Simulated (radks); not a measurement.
Task: These are the eigenvalues of the occupied orbitals of an atom or ion with whole-number occupations (eV). Calculated with a radial shooting solver on a logarithmic mesh with Libxc functionals: Dirac Kohn-Sham, PBE, spin-unpolarised, spherical densities, finite nucleus; Fermi nuclear charge, rms radius of each element as measured or else 0.836 A^(1/3) + 0.57 fm.

1s1/2: -3964.389
2s1/2: -429.7504
2p1/2: -352.5864
2p3/2: -348.8988
3s1/2: -62.2299
3p1/2: -43.3156
3p3/2: -42.9261

Which element is it, and in what charge state? The configuration may be excited. Open shells, if any, are shared by 2j + 1.

Result: Z = 20, calcium, charge +2: Ca2+ in [Ar]. The list shows which subshells hold electrons but not how many an open one holds; the 1s level, -145.69 hartree, gives Z - s = 17.1 by -(Z - s)^2/2, which with screening and relativity narrows Z to a few neighbours, and the depths of the outer levels then fix element, charge and occupations together.
